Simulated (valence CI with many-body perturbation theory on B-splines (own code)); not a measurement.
# From CI to CI+MBPT in Au71+

Computed by valence CI with perturbative core correlation (CI+MBPT): six valence electrons over a frozen Dirac-Fock core [He], a basis of 9 s, 9 p, 8 d, 6 f, 3 g, 1 h functions for each j, with the one-electron correlation potential Σ1 (screened to all orders), the two-electron term Σ2, the three-electron term Σ3, Breit, model QED; selected single and double excitations, second order for the rest, scaled by the run's own slope (own B-spline code, finite nucleus).

No measured spectrum was set against this ion. As an estimate, large intervals hold to a few tenths of a per cent, small ones and those within an open d or f shell to about a per cent. Among the levels kept, up to 1900 cm⁻¹ of a level comes from second order outside the variational space, and about a tenth of that is noise between levels of different J, which matters for small intervals.

Each rung adds one term. CI alone is the Dirac-Coulomb CI over the frozen core; QED comes last and gives the full result, which names the levels. Energies are above (2s^2 2p1/2^2 2p3/2^2) J=2 on the same rung, in Ry.

Levels are named by their leading jj configuration (3d3/2^4 stands for four electrons in 3d with j = 3/2), which in mixed levels can hold well under half, so a name can repeat and another be missing.

| Level | CI alone |
| --- | --- |
| (2s^2 2p1/2^2 2p3/2^2) J=0 | 4.17 |
| (2s^2 2p1/2 2p3/2^3) J=1 | 140.65 |
| (2s^2 2p1/2 2p3/2^3) J=2 | 142.74 |
| (2s 2p1/2^2 2p3/2^3) J=2 | 174.49 |
| (2s 2p1/2^2 2p3/2^3) J=1 | 181.04 |
| (2s^2 2p3/2^4) J=0 | 285.12 |
| (2s 2p1/2 2p3/2^4) J=0 | 316.09 |
| (2s 2p1/2 2p3/2^4) J=1 | 319.46 |
| (2p1/2^2 2p3/2^4) J=0 | 358.33 |
| (2s^2 2p1/2^2 2p3/2 3s) J=2 | 725.88 |
| (2s^2 2p1/2^2 2p3/2 3s) J=1 | 726.56 |
| (2s^2 2p1/2^2 2p3/2 3p1/2) J=1 | 735.73 |
| (2s^2 2p1/2^2 2p3/2 3p1/2) J=2 | 736.02 |
| (2s^2 2p1/2^2 2p3/2 3p3/2) J=3 | 776.40 |
| (2s^2 2p1/2^2 2p3/2 3p3/2) J=1 | 776.39 |
| (2s^2 2p1/2^2 2p3/2 3p3/2) J=2 | 778.67 |

(1) What do these energies become with core correlation, Breit and QED?

(2) How does the ionisation energy move along the ladder, and which term matters most?

Results:

(1) (2s^2 2p1/2^2 2p3/2^2) J=0 4.95 (+0.781); (2s^2 2p1/2 2p3/2^3) J=1 139.45 (-1.202); (2s^2 2p1/2 2p3/2^3) J=2 140.82 (-1.919); (2s 2p1/2^2 2p3/2^3) J=2 172.63 (-1.853); (2s 2p1/2^2 2p3/2^3) J=1 179.43 (-1.610); (2s^2 2p3/2^4) J=0 282.50 (-2.624); (2s 2p1/2 2p3/2^4) J=0 313.08 (-3.009); (2s 2p1/2 2p3/2^4) J=1 316.01 (-3.452); (2p1/2^2 2p3/2^4) J=0 355.06 (-3.269); (2s^2 2p1/2^2 2p3/2 3s) J=2 725.23 (-0.648); (2s^2 2p1/2^2 2p3/2 3s) J=1 725.96 (-0.604); (2s^2 2p1/2^2 2p3/2 3p1/2) J=1 735.21 (-0.523); (2s^2 2p1/2^2 2p3/2 3p1/2) J=2 735.30 (-0.726); (2s^2 2p1/2^2 2p3/2 3p3/2) J=3 775.17 (-1.236); (2s^2 2p1/2^2 2p3/2 3p3/2) J=1 775.22 (-1.166); (2s^2 2p1/2^2 2p3/2 3p3/2) J=2 777.54 (-1.125).

(2) CI alone 18814, + Σ1 18815, + Σ2 18815, + Σ3 18815, + Breit 18795, + QED 18792 eV. The largest step is Breit, -20 eV. NIST lists 18790 ± 60 eV (theoretical).
